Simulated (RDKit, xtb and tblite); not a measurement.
Torsional profile of C9H13N, SMILES c1ccc(C(C)C)cc1N, singlet. Scanned: dihedral C7–C8–N9–H21; all other coordinates were relaxed at GFN2-xTB. Heavy atoms are numbered in the order of the SMILES CC(C)c1cccc(N)c1, hydrogens after them in the order of the atoms that carry them; the mirror image has the same energies with the sign of each dihedral reversed.

Levels: UFF // GFN2-xTB (RDKit); GFN2-xTB (xtb and tblite); MMFF94 // GFN2-xTB (RDKit).

Energies in kJ/mol, each method relative to its own lowest point.

| φ / ° | UFF | GFN2-xTB | MMFF94 |
|---|---|---|---|
| -165 | 8.9 | 0.0 | 0.7 |
| -150 | 14.1 | 0.7 | 1.4 |
| -135 | 21.1 | 4.4 | 4.6 |
| -120 | 29.4 | 10.2 | 8.6 |
| -105 | 37.7 | 17.1 | 12.1 |
| -90 | 45.0 | 23.4 | 22.7 |
| -75 | 37.9 | 15.8 | 17.1 |
| -60 | 29.2 | 8.7 | 8.9 |
| -45 | 20.4 | 3.2 | 2.3 |
| -30 | 13.1 | 0.3 | 0.0 |
| -15 | 7.4 | 0.3 | 1.9 |
| 0 | 0.0 | 2.5 | 6.1 |
| 15 | 7.4 | 0.3 | 1.9 |
| 30 | 13.2 | 0.3 | 0.0 |
| 45 | 20.4 | 3.3 | 2.3 |
| 60 | 29.2 | 8.7 | 8.9 |
| 75 | 37.9 | 15.8 | 17.1 |
| 90 | 45.0 | 23.4 | 22.8 |
| 105 | 37.7 | 17.1 | 12.1 |
| 120 | 29.4 | 10.2 | 8.6 |
| 135 | 21.1 | 4.4 | 4.6 |
| 150 | 14.0 | 0.7 | 1.3 |
| 165 | 8.8 | 0.0 | 0.7 |
| 180 | 2.6 | 2.4 | 4.7 |
